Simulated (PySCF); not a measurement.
Compound: C₅H₁₁FGeO.
SMILES with atom numbers: `[CH3:1][O:2][C@@H:3]1[CH2:4][GeH2:5][CH2:6][C@H:7]1[F:8]` (hydrogens: H9, H10, H11 on C1; H12 on C3; H13, H14 on C4; H15, H16 on Ge5; H17, H18 on C6; H19 on C7)

Computed, not measured: PBE0-D3(BJ)/def2-SVP geometry optimisation, gas phase (PySCF).

(1) Give the optimised bond lengths and angles.

## Answers

(1) 
```json
{"bond": "C1–O2", "length (Å)": "1.396"}
{"bond": "O2–C3", "length (Å)": "1.406"}
{"bond": "C3–C4", "length (Å)": "1.524"}
{"bond": "C4–Ge5", "length (Å)": "1.972"}
{"bond": "Ge5–C6", "length (Å)": "1.975"}
{"bond": "C6–C7", "length (Å)": "1.518"}
{"bond": "C7–F8", "length (Å)": "1.385"}
{"bond": "C3–C7", "length (Å)": "1.541"}
{"bond": "C1–H9, C1–H10, C1–H11", "length (Å)": "1.104"}
{"bond": "C3–H12", "length (Å)": "1.110"}
{"bond": "C4–H13", "length (Å)": "1.098"}
{"bond": "C4–H14", "length (Å)": "1.098"}
{"bond": "Ge5–H15", "length (Å)": "1.540"}
{"bond": "Ge5–H16", "length (Å)": "1.539"}
{"bond": "C6–H17", "length (Å)": "1.099"}
{"bond": "C6–H18", "length (Å)": "1.099"}
{"bond": "C7–H19", "length (Å)": "1.104"}
```

Bonds in one row agree within 0.01 Å and their mean is given. A selection of angles:
```json
{"angle": "O2–C1–H9", "degrees": "113.1"}
{"angle": "O2–C1–H10", "degrees": "107.5"}
{"angle": "O2–C1–H11", "degrees": "111.7"}
{"angle": "H9–C1–H10", "degrees": "107.9"}
{"angle": "C1–O2–C3", "degrees": "115.7"}
{"angle": "O2–C3–C4", "degrees": "107.2"}
{"angle": "O2–C3–C7", "degrees": "110.5"}
{"angle": "O2–C3–H12", "degrees": "110.2"}
{"angle": "C4–C3–C7", "degrees": "108.2"}
{"angle": "C4–C3–H12", "degrees": "111.7"}
{"angle": "C7–C3–H12", "degrees": "109.0"}
{"angle": "C3–C4–Ge5", "degrees": "102.9"}
{"angle": "C3–C4–H13", "degrees": "110.0"}
{"angle": "C3–C4–H14", "degrees": "110.5"}
{"angle": "Ge5–C4–H13", "degrees": "114.5"}
{"angle": "Ge5–C4–H14", "degrees": "109.8"}
{"angle": "H13–C4–H14", "degrees": "109.1"}
{"angle": "C4–Ge5–C6", "degrees": "92.7"}
{"angle": "C4–Ge5–H15", "degrees": "113.2"}
{"angle": "C4–Ge5–H16", "degrees": "114.5"}
{"angle": "C6–Ge5–H15", "degrees": "113.6"}
{"angle": "C6–Ge5–H16", "degrees": "113.2"}
{"angle": "H15–Ge5–H16", "degrees": "109.1"}
{"angle": "Ge5–C6–C7", "degrees": "102.8"}
{"angle": "Ge5–C6–H17", "degrees": "115.0"}
{"angle": "Ge5–C6–H18", "degrees": "109.7"}
{"angle": "C7–C6–H17", "degrees": "110.6"}
{"angle": "C7–C6–H18", "degrees": "110.1"}
{"angle": "H17–C6–H18", "degrees": "108.5"}
{"angle": "C6–C7–F8", "degrees": "109.4"}
{"angle": "C6–C7–H19", "degrees": "112.5"}
{"angle": "F8–C7–H19", "degrees": "106.9"}
{"angle": "C3–C7–C6", "degrees": "109.5"}
{"angle": "C3–C7–F8", "degrees": "106.8"}
{"angle": "C3–C7–H19", "degrees": "111.6"}
```

Dihedral angles: C1–O2–C3–C4 -168° (antiperiplanar); O2–C3–C4–Ge5 -79° (synclinal); C3–C4–Ge5–C6 -16° (synperiplanar); C4–Ge5–C6–C7 -13° (synperiplanar); Ge5–C6–C7–F8 -78° (synclinal); O2–C3–C7–C6 62° (synclinal).

The 3 C–C bonds span 1.518 Å (C6–C7, drawn single) to 1.541 Å (C3–C7, drawn single), a spread of 0.023 Å. The 5-membered ring C3–C4–Ge5–C6–C7 has internal angles of 92.7° to 109.5°; it is puckered, 0.20 Å rms from its mean plane, widest ring torsion 55°. Of the pairs four or more bonds apart, H9···H19 is among the closest relative to their van der Waals radii: 2.29 Å, 95 % of the sum of Bondi's values. Ge5 (germanium bonded to 2 C and 2 H) has angles from 92.7° to 114.5°. O2 (ether oxygen) is bent (angle 115.7°).

Point group: C1 (no symmetry element, even within 0.4 Å). Not checked by PBE0-D3(BJ)/def2-SVP frequencies. One conformer, not necessarily the lowest.
